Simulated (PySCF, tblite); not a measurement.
Compound: C₉H₁₂FN.
Structure used (GFN2-xTB), in Å, numbered top down from 1:
```xyz
23
C9H12FN angstrom
C     -2.0341    1.2907   -0.6774
C     -1.9740   -0.1727   -0.2712
F     -1.7608   -0.9372   -1.4080
C     -0.8837   -0.4665    0.7714
C     -0.8475   -1.9579    1.1133
C      0.4753    0.0146    0.3257
C      1.1246   -0.5108   -0.7878
C      2.3771   -0.0228   -1.1175
C      2.9442    0.9638   -0.3259
C      2.2159    1.4221    0.7602
N      1.0174    0.9654    1.0766
H     -2.8089    1.4369   -1.4263
H     -1.0800    1.6002   -1.0968
H     -2.2533    1.9051    0.1903
H     -2.9455   -0.5077    0.1173
H     -1.1411    0.1034    1.6694
H     -0.6614   -2.5505    0.2214
H     -1.7977   -2.2692    1.5416
H     -0.0587   -2.1563    1.8343
H      0.6559   -1.2726   -1.3893
H      2.9038   -0.4094   -1.9784
H      3.9213    1.3656   -0.5453
H      2.6064    2.1928    1.4128
```

Computed, not measured: PBE0/pcSseg-1 in PySCF (dipole) on a GFN2-xTB geometry, gas phase.

Masses are those of the commonest isotopes; rigid-rotor values at the optimised geometry. The values belong to one conformer with, in the numbering `[CH3:1][C@@H:2]([F:3])[C@@H:4]([CH3:5])[c:6]1[cH:7][cH:8][cH:9][cH:10][n:11]1`, C1–C2–C4–C5 -179°, C2–C4–C6–C7 -64°.

Give the principal moments of inertia and the rotational constants in MHz.

Ia = 265.90, Ib = 661.40, Ic = 667.34 u·Å²; 505379 MHz·u·Å²/I gives A = 1901, B = 764.1, C = 757.3 MHz.

What kind of rotor is it?

A near-prolate asymmetric top. Ray's parameter κ = (2B − A − C)/(A − C) = -0.988; −1 is the prolate and +1 the oblate limit.

Is it planar, by Δ = Ic − Ia − Ib?

Not planar: Δ = Ic − Ia − Ib = -259.95 u·Å². For a rigid frame Δ = −2 Σ m c², so Σ m c² = 129.98 u·Å² lies off the ab plane: 20.34 from hydrogen and 109.64 from heavier atoms. The atom farthest from that plane is 2.39 Å away.

Which types of transition are allowed, and where do some lines up to J = 4 fall?

The dipole components are |μa| = 0.55 D, |μb| = 0.07 D, |μc| = 0.26 D. The squared components, which scale the intensities, stand as 1.00 : 0.01 : 0.23 (a : b : c). Some lines, for components of 0.1 D or more:

```tsv
type	branch	J(Ka,Kc)	MHz	lower level (cm⁻¹)
c	Q	3(1,3) ← 3(0,3)	1120	0.304
a	R	1(0,1) ← 0(0,0)	1521	0.000
c	R	1(1,0) ← 0(0,0)	2665	0.000
a	R	2(1,2) ← 1(1,1)	3036	0.089
a	R	2(0,2) ← 1(0,1)	3043	0.051
a	R	2(1,1) ← 1(1,0)	3050	0.089
c	Q	4(2,3) ← 4(1,3)	3386	0.547
c	Q	3(2,2) ← 3(1,2)	3399	0.343
a	R	3(0,3) ← 2(0,2)	4564	0.152
a	R	3(2,2) ← 2(2,1)	4564	0.304
a	R	4(1,4) ← 3(1,3)	6072	0.342
a	R	4(3,2) ← 3(3,1)	6086	0.647
a	R	4(3,1) ← 3(3,0)	6086	0.647
a	R	4(2,2) ← 3(2,1)	6086	0.457
a	R	4(1,3) ← 3(1,2)	6099	0.343
c	R	2(2,0) ← 1(1,0)	6459	0.089
c	R	2(2,1) ← 1(1,1)	6466	0.089
c	R	3(2,1) ← 2(1,1)	7974	0.191
c	Q	4(4,1) ← 4(3,1)	7980	0.850
c	R	3(2,2) ← 2(1,2)	7994	0.190
c	R	4(2,2) ← 3(1,2)	9485	0.343
c	R	4(2,3) ← 3(1,3)	9526	0.342
c	R	3(3,0) ← 2(2,0)	10264	0.304
c	R	4(3,1) ← 3(2,1)	11785	0.457
c	R	4(3,2) ← 3(2,2)	11785	0.457
c	R	4(4,1) ← 3(3,1)	14065	0.647
```

Estimate the classical rotational partition function at 10 K, 25 K and 100 K.

Point group C1, symmetry number σ = 1; q = (√π/σ)·√((kT/h)³/(ABC)), k/h = 20836.6 MHz/K: 5080 at 10 K, 20100 at 25 K, 161000 at 100 K.

Its GFN2-xTB frequencies are all real (lowest 32 cm⁻¹). Zero-point vibration and centrifugal distortion are left out. A rigid rotor knows nothing of internal rotation, which can split or shift real lines. Quadrupole hyperfine structure (14N) is left out.
